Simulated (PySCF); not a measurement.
## Correlation energy of Zn²⁺ (zinc, charge +2)

[Ar] 3d10, closed-shell 1S. Calculation: PySCF 2.14, in def2-TZVP (6s5p4d1f, 48 functions); no relativity, point nucleus. Frozen: [Ar]; 10 electrons correlated.

Total MP2 correlation energy: -339.05 mhartree.

Same-spin part -125.52 and opposite-spin part -213.53 mhartree; SCS-MP2 scales them by 1/3 and 6/5 to -298.08 mhartree.

```json
{"level": "CCSD", "correlation energy (mhartree)": "-308.48"}
{"level": "(T)", "correlation energy (mhartree)": "-4.14"}
{"level": "CCSD(T)", "correlation energy (mhartree)": "-312.62"}
```

Diagnostics: T1 = 0.0074, D1 = 0.0104, largest double amplitude 0.017.

Cost of the coupled-cluster step: 0.35 s of wall time on 1 thread of Neoverse-V2 (shared host), for 10 correlated electrons.
